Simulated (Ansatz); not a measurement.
Basis sets compared for K₄H₄⁺. The state is a doublet with charge 1. Geometry PBE-D4/def2-SVP. Ansatz on 4 threads of Intel Xeon on a shared host; times are rough, and most runs start from earlier orbitals.

```xyz
8

K     2.306   -1.128   -0.161
K    -0.513    0.702    1.175
K     3.799    2.246    3.560
K    -1.185   -1.954   -1.470
H     0.330    0.158   -1.305
H    -0.044   -1.856    0.826
H    -1.967    0.895   -1.396
H    -2.726    0.938   -1.229
```

In the doublet, H7 and H8 lie 0.78 Å apart (atoms count from 1), so H2 has formed as a molecule. The structure comes from a short search, and lower isomers may exist.

```json
{"level": "HF/STO-3G", "functions": "56", "energy (Eh)": "-2374.4706", "HOMO (eV)": "-4.70", "LUMO (eV)": "1.16", "wall time": "1.7 s"}
{"level": "PBE-D4/def2-SVP", "functions": "116", "energy (Eh)": "-2400.7069", "HOMO (eV)": "-5.53", "LUMO (eV)": "-4.81", "wall time": "6.5 s"}
{"level": "PBE0-D4/def2-SVP", "functions": "116", "energy (Eh)": "-2400.9108", "HOMO (eV)": "-5.98", "LUMO (eV)": "-4.23", "wall time": "10 s"}
```

(1) Estimate the rows for HF/def2-TZVP, PBE-D4/def2-TZVP, PBE0-D4/def2-TZVP.

Answers

(1) 
```
            level  functions  energy (Eh)  HOMO (eV)  LUMO (eV)  wall time
     HF/def2-TZVP        156   -2398.7795      -7.13      -2.26      5.5 s
 PBE-D4/def2-TZVP        156   -2401.0290      -5.51      -4.79        8 s
PBE0-D4/def2-TZVP        156   -2401.2268      -5.98      -4.20       14 s
```
